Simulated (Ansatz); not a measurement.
Consider the redistribution: `[Cl][GeH3]` + `F[Si](F)(Cl)O[SiH2]Cl` → `Cl[SiH2][O][GeH2][Cl]` + `F[SiH](F)Cl`.

Calculated with Ansatz (gas phase, PBE0-D4/def2-TZVP geometries, no zero-point term in ΔE). CCSD(T)/CBS adds triple-zeta CCSD(T) − MP2 to the extrapolated MP2 energy (def2 sets, frozen cores). This one scheme is used for every species. Functionals use def2-TZVPP. B3LYP here is the variant with VWN-RPA as its local correlation; programs differ in this. For Ge outer-core shells are correlated without core-valence functions, which leaves a few kJ/mol of doubt a bond. Scalar relativity is left out up to krypton. Each species was taken in one conformer, which may not be the lowest.

Question: Is it downhill or uphill in electronic energy at CCSD(T)/CBS, and by how much? (Best estimate.)

Answer: The calculation gave: Uphill: ΔE = +18.2 kcal/mol.

Question: What do these levels give: B3LYP-D4, B2PLYP, PBE0, CCSD(T)/def2-TZVPP, MP2/def2-QZVPP, SCS-MP2/def2-QZVPP? (An estimate is asked.)

Answer: Computed: B3LYP-D4 18.5, B2PLYP 17.7, PBE0 18.3, CCSD(T)/def2-TZVPP 17.7, MP2/def2-QZVPP 17.5, SCS-MP2/def2-QZVPP 17.3 kcal/mol.

Largest T1 diagnostic among the species: 0.011.

In def2-TZVPP, CCSD(T) changes the Hartree–Fock value by −2.1 kcal/mol (the triples alone add −0.6 kcal/mol) and MP2 by −2.8 kcal/mol. From PBE to PBE0 (25 % exact exchange), in def2-TZVPP and without D4, ΔE moves by +1.6 kcal/mol.
